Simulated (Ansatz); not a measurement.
```yaml
crystal:
  periodic: [false, false, false]
  atoms:
    - {symbol: Bi, position_ang: [1.139824, -0.766530, 0.273569]}
    - {symbol: Bi, position_ang: [-2.157899, 1.154517, 1.283189]}
    - {symbol: Te, position_ang: [2.408406, -1.178377, -2.100870]}
    - {symbol: Te, position_ang: [0.423073, 2.161848, 0.563090]}
    - {symbol: Te, position_ang: [-1.813413, -1.371457, -0.018969]}
basis:
  gaussian: {orbitals: def2-TZVPD, initial_orbitals: start.molden}
total_charge: -1
magnetization: {spin_polarized: true, initial_magnetization: 1}
hamiltonian: {xc: {name: wB97X-V}}
scf: {omitted_lower_state_checks: [starts]}
output: {orbitals: {seedname: orbitals}}
```

The file start.molden holds the orbitals of an earlier run on this structure, at another level or in another basis.

```sh
$ ansatz run in.yaml --threads 4 --pin off --events-out ev --progress --plain --max-ram 4787MiB
```

Task: Does this run fit into the memory that it is given?

Result: No. It has 289 basis functions, and Ansatz plans for 7 GiB where 5 GiB are given.
